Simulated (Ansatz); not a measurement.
Relaxation of GaH5O3 (9 atoms, charge 0, multiplicity 1), to a largest force component of 0.03 eV/Å in at most 50 steps.

Computed with RKS r2SCANh-D4/def2-SVP (Ansatz 0.2.0).

```xyz
9
Properties=species:S:1:pos:R:3:forces:R:3
Ga -0.275 -0.633 0.647 0.07 -0.13 -0.28
O 0.171 1.703 -1.450 -0.13 -0.23 0.21
O 1.169 -1.582 1.059 -0.06 0.00 -0.04
O -1.474 -1.632 -0.189 0.02 0.02 0.02
H 0.130 1.861 -0.496 0.06 0.10 -0.22
H -0.432 0.847 1.042 -0.09 0.17 0.26
H 1.112 1.688 -1.648 0.09 0.02 0.01
H 1.813 -1.111 1.593 0.05 0.02 0.04
H -2.214 -1.141 -0.558 -0.01 0.01 0.00
```

Q: Where does it end, and by what steps?

A: It converged. The force dipped under the threshold on the way, but the program's further checks kept it going. After 24 steps the energy has fallen by 0.818 eV; H7 moved furthest, 1.31 Å. Joined: Ga1–O2 (3.17 → 2.14 Å).

```tsv
step	energy less start (eV)	largest force component (eV/Å)	accepted
0	0.0000	0.283	yes
1	-0.0172	1.851	yes
2	-0.1128	1.854	yes
3	-0.2196	1.583	yes
4	-0.3874	1.485	yes
5	-0.4926	1.139	yes
6	-0.5399	0.758	yes
7	-0.6048	0.436	yes
8	-0.6309	1.201	yes
9	-0.6627	0.354	yes
10	-0.6382	0.639	no
11	-0.6870	0.338	yes
12	-0.7072	0.129	yes
13	-0.6909	1.339	no
14	-0.7185	0.148	yes
15	-0.7312	0.325	yes
16	-0.7481	0.305	yes
17	-0.7709	0.726	yes
18	-0.8002	0.266	yes
19	-0.7929	0.385	no
20	-0.8130	0.211	yes
21	-0.8095	0.861	no
22	-0.8168	0.087	yes
23	-0.8184	0.018	yes
24	-0.8185	0.019	yes
```

```xyz
9
Properties=species:S:1:pos:R:3
Ga -0.430 -0.108 0.512
O 0.373 1.149 -1.016
O 1.355 -0.468 0.665
O -1.233 -1.467 -0.330
H 0.439 2.081 -0.773
H -1.120 0.905 1.465
H 1.230 0.737 -0.754
H 1.578 -1.401 0.576
H -2.193 -1.428 -0.345
```

Whether the end is a true minimum wasn't checked by a vibrational analysis.

Time of the run: 59 s on 2 threads of Intel(R) Xeon(R) Platinum 8488C (Sapphire Rapids) (shared host), peak memory 0.26 GiB.
